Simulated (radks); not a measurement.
Rh, 45 electrons, occupied as [Kr] 4d8 5s1. Method: scalar-relativistic Kohn-Sham, r2SCAN, spin-polarised, spherical densities, finite nucleus; open shells are filled with parallel spins first (spin-orbit coupling, left out, can overturn this in heavy ions); meta-GGA in the generalised Kohn-Sham scheme; Fermi nuclear charge, rms radius 4.4945 fm; hard spherical wall at 15 bohr; computed with a radial shooting solver on a logarithmic mesh with Libxc functionals.

Unscreened Slater integrals over Kohn-Sham orbitals (eV). They are taken over the spin-up orbitals. Empty in this configuration: 5p.

integral     value
F0(5s,5s)   7.6903
F0(5s,4d)   9.4363
G2(5s,4d)   1.7526
F0(5s,4p)   9.8589
G1(5s,4p)  0.53743
F0(5s,4s)   9.9334
G0(5s,4s)  0.34495
F0(5s,5p)   6.3815
G1(5s,5p)   3.8786
F0(4d,4d)   15.820
F2(4d,4d)   7.6611
F4(4d,4d)   4.9348
F0(4d,4p)   18.427
F2(4d,4p)   8.7783
G1(4d,4p)   10.897
G3(4d,4p)   6.6071
F0(4d,4s)   19.010
G2(4d,4s)   7.8369
F0(4d,5p)   7.1847
F2(4d,5p)   1.7887
G1(4d,5p)  0.89106
G3(4d,5p)  0.66128
F0(4p,4p)   22.558
F2(4p,4p)   11.836
F0(4p,4s)   23.610
G1(4p,4s)   16.019
F0(4p,5p)   7.3684
F2(4p,5p)   1.1474
G0(4p,5p)  0.19973
G2(4p,5p)  0.24785
F0(4s,4s)   24.838
F0(4s,5p)   7.4034
G1(4s,5p)  0.27492
F0(5p,5p)   5.5935
F2(5p,5p)   2.8926

Derived for the open shells (J is the average intra-shell exchange parameter used in DFT+U). 4d: Racah B = F2/49 - 5 F4/441 = 0.1004 eV, C = 35 F4/441 = 0.3917 eV, C/B = 3.90, F4/F2 = 0.644, J = (F2 + F4)/14 = 0.8997 eV.
